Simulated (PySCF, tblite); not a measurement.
C5H4FNO3.
SMILES with atom numbers: `[CH3:1][O:2][C:3](=[O:4])[C@@:5]1([C:6]#[N:7])[O:8][C@H:9]1[F:10]` (hydrogens: H11, H12, H13 on C1; H14 on C9)

Cartesian coordinates in Å at the GFN2-xTB level; atoms count from 1:
```xyz
14
C5H4FNO3 angstrom
C      2.4614   -0.0704    0.3125
O      1.1248   -0.4180   -0.0324
C      0.2593    0.5735   -0.0875
O      0.4877    1.7325    0.1166
C     -1.1324    0.0601   -0.4442
C     -1.9696    1.0023   -1.1342
N     -2.6379    1.7486   -1.6810
O     -1.2664   -1.3076   -0.7884
C     -1.7669   -0.9622    0.4242
F     -1.0966   -1.3829    1.5099
H      2.5001    0.2944    1.3404
H      3.0441   -0.9814    0.2066
H      2.8318    0.7090   -0.3558
H     -2.8401   -0.9984    0.5910
```

Method: wB97X-D/def2-SVPD in PySCF (dipole) on a GFN2-xTB geometry, gas phase.

Masses are those of the commonest isotopes; rigid-rotor values at the optimised geometry. The values belong to one conformer with, in the numbering `[CH3:1][O:2][C:3](=[O:4])[C@@:5]1([C:6]#[N:7])[O:8][C@H:9]1[F:10]`, C1–O2–C3–O4 0°, O2–C3–C5–C6 -152°.

Problem. What are A, B and C (MHz)?

Solution. Ia = 275.75, Ib = 414.37, Ic = 590.82 u·Å²; 505379 MHz·u·Å²/I gives A = 1833, B = 1220, C = 855.4 MHz.

Problem. What kind of rotor is it?

Solution. An asymmetric top: κ = (2 × 1220 − 1833 − 855.4)/(1833 − 855.4) = -0.25.

Problem. What does the inertial defect say?

Solution. Not planar: Δ = Ic − Ia − Ib = -99.30 u·Å². For a rigid frame Δ = −2 Σ m c², so Σ m c² = 49.65 u·Å² lies off the ab plane: 2.15 from hydrogen and 47.50 from heavier atoms. The atom farthest from that plane is 1.07 Å away.

Problem. Give the other two planar moments, Paa and Pbb, and the rms extents of the mass along the axes.

Solution. Paa = Σ m a² = (Ib + Ic − Ia)/2 = 364.72 and Pbb = Σ m b² = (Ia + Ic − Ib)/2 = 226.10 u·Å². With the mass M = 145.02 u, the rms extents √(P/M) along a, b and c are 1.59, 1.25, 0.59 Å.

Problem. Which lines would a microwave search look for?

Solution. The dipole components are |μa| = 2.85 D, |μb| = 2.44 D, |μc| = 0.30 D. The squared components, which scale the intensities, stand as 1.00 : 0.73 : 0.01 (a : b : c). Some lines, for components of 0.1 D or more:

| type | branch | J(Ka,Kc) | MHz | lower level (cm⁻¹) |
| --- | --- | --- | --- | --- |
| a | Q | 1(1,0) ← 1(1,1) | 364 | 0.090 |
| c | Q | 2(1,2) ← 2(0,2) | 369 | 0.204 |
| c | Q | 1(1,1) ← 1(0,1) | 613 | 0.069 |
| b | Q | 1(1,0) ← 1(0,1) | 977 | 0.069 |
| a | Q | 2(1,1) ← 2(1,2) | 1093 | 0.216 |
| b | Q | 2(1,1) ← 2(0,2) | 1462 | 0.204 |
| c | Q | 2(2,1) ← 2(1,1) | 1839 | 0.252 |
| b | Q | 2(2,0) ← 2(1,1) | 1960 | 0.252 |
| a | R | 1(0,1) ← 0(0,0) | 2075 | 0.000 |
| b | R | 1(1,1) ← 0(0,0) | 2688 | 0.000 |
| b | Q | 2(2,1) ← 2(1,2) | 2932 | 0.216 |
| c | R | 1(1,0) ← 0(0,0) | 3052 | 0.000 |
| b | R | 2(0,2) ← 1(1,1) | 3416 | 0.090 |
| a | R | 2(1,2) ← 1(1,1) | 3786 | 0.090 |
| a | R | 2(0,2) ← 1(0,1) | 4029 | 0.069 |
| b | R | 2(1,2) ← 1(0,1) | 4399 | 0.069 |
| a | R | 2(1,1) ← 1(1,0) | 4514 | 0.102 |
| c | R | 2(1,1) ← 1(0,1) | 5492 | 0.069 |
| b | R | 2(2,1) ← 1(1,0) | 6354 | 0.102 |
| c | R | 2(2,0) ← 1(1,0) | 6474 | 0.102 |
| c | R | 2(2,1) ← 1(1,1) | 6718 | 0.090 |
| b | R | 2(2,0) ← 1(1,1) | 6838 | 0.090 |

Problem. Estimate the classical rotational partition function at 10 K, 100 K and 298.15 K.

Solution. Point group C1, symmetry number σ = 1; q = (√π/σ)·√((kT/h)³/(ABC)), k/h = 20836.6 MHz/K: 3860 at 10 K, 122000 at 100 K, 628000 at 298.15 K.

Its GFN2-xTB frequencies are all real (lowest 34 cm⁻¹). These are rigid-rotor constants of the computed structure; measured ground-state constants (B0) also hold zero-point vibration. A rigid rotor knows nothing of internal rotation, which can split or shift real lines. Quadrupole hyperfine structure (14N) is left out.
